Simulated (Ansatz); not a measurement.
Compare A (`C#C[SiH2]CO`) with its isomer B (`[SiH3]OC1=CC1`).

Isolated molecules relaxed with PBE0-D4/def2-TZVP in Ansatz; ΔE leaves out vibrations. CCSD(T)/CBS is the MP2 limit (def2-TZVPP, def2-QZVPP) plus CCSD(T) − MP2 in def2-TZVPP, frozen cores. DFT in def2-TZVPP. B3LYP here is the variant with VWN-RPA as its local correlation; programs differ in this. Each species was taken in one conformer, which may not be the lowest.

A:

```xyz
11

C    -2.509   -0.288    0.299
C    -1.434    0.258    0.352
Si    0.245    0.987    0.386
C     1.338   -0.223   -0.569
O     1.177   -1.551   -0.100
H    -3.466   -0.757    0.260
H     0.214    2.328   -0.252
H     0.672    1.110    1.801
H     1.135   -0.143   -1.646
H     2.391    0.037   -0.428
H     0.237   -1.757   -0.103
```

B:

```xyz
11

Si   -0.801    1.755   -0.338
O    -1.165    0.253    0.300
C    -0.263   -0.716    0.333
C     0.050   -1.923    0.644
C     1.134   -1.066   -0.010
H     0.308    2.380    0.423
H    -0.421    1.627   -1.765
H    -2.050    2.531   -0.188
H    -0.165   -2.895    1.049
H     1.960   -0.690    0.599
H     1.414   -1.256   -1.049
```

(1) Which is lower in electronic energy at CCSD(T)/CBS, and by how much? (Estimate.)

(2) Give E(B) − E(A) in kcal/mol with CCSD(T)/def2-TZVPP, B3LYP-D4, ωB97M-V, PBE-D4, HF/def2-TZVPP, PBE0-D4, r2SCAN-D4. (An estimate is asked.)

Largest T1 diagnostic: 0.012.

## Answers

(1) Computed: A, by 6.2 kcal/mol.

(2) The calculation gave: CCSD(T)/def2-TZVPP 5.4, B3LYP-D4 3.5, ωB97M-V 3.5, PBE-D4 0.5, HF/def2-TZVPP 4.6, PBE0-D4 -0.4, r2SCAN-D4 1.1. The order is the other way round with PBE0-D4.

From PBE to PBE0 (25 % exact exchange), in def2-TZVPP and without D4, E(B) − E(A) moves by −0.9 kcal/mol.
